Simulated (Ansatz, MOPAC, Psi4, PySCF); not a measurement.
Molecule: Si2N2H8 (charge 0, singlet). SMILES: N[SiH2][SiH2]N
Structure (B3LYP-D3(BJ)/def2-TZVP (Ansatz, an electronic-structure program) minimum search):
```
Si
N 1 1.7332
H 2 1.0087 1 120.69
H 2 1.0090 3 110.94 1 144.78
H 1 1.4848 2 107.68 3 -55.61
H 1 1.4924 5 105.84 2 -124.19
Si 1 2.3536 5 112.54 6 -120.97
N 7 1.7332 1 104.67 5 -108.68
H 8 1.0087 7 120.69 1 -175.57
H 8 1.0090 9 110.94 7 144.78
H 7 1.4848 8 107.68 9 -55.61
H 7 1.4924 11 105.84 8 -124.19
```
Charge 0, spin multiplicity 1.

Property: size of the dipole moment, in D. Set-up: dispersion terms only where a functional's name holds one; LANL2DZ with its own core potentials from Na on; six Cartesian d functions in 6-31G* and its kin unless marked 5d; no spin-orbit coupling; 6-311+G** with 5d, 6d on Na to Ar in Ansatz; non-relativistic. First-principles rows: single points at B3LYP-D3(BJ) geometries (Ansatz). Semi-empirical rows: dipoles at the shared geometry.

```
level             program  size of the dipole moment (D)
----------------  -------  -----------------------------
AM1                 MOPAC                           0.54
PM3                 MOPAC                           0.62
PBE/LANL2DZ        Ansatz                           1.16
B3LYP/6-31G*       Ansatz                           1.70
B3LYP/6-311+G**    Ansatz                           1.28
M06-2X/6-311+G**    PySCF                           1.12
wB97X-D/6-31G*       Psi4                           1.71
```

No value to compare with is used here. The 7 habitual levels span 0.54 (AM1) to 1.71 D (wB97X-D/6-31G*).

The levels are drawn from those run, B3LYP/6-31G* more often than the rest, none by its result; left out are runs that failed, that the program found above a lower state of the same kind, or whose <S^2> lies over 0.5 above the pure value.
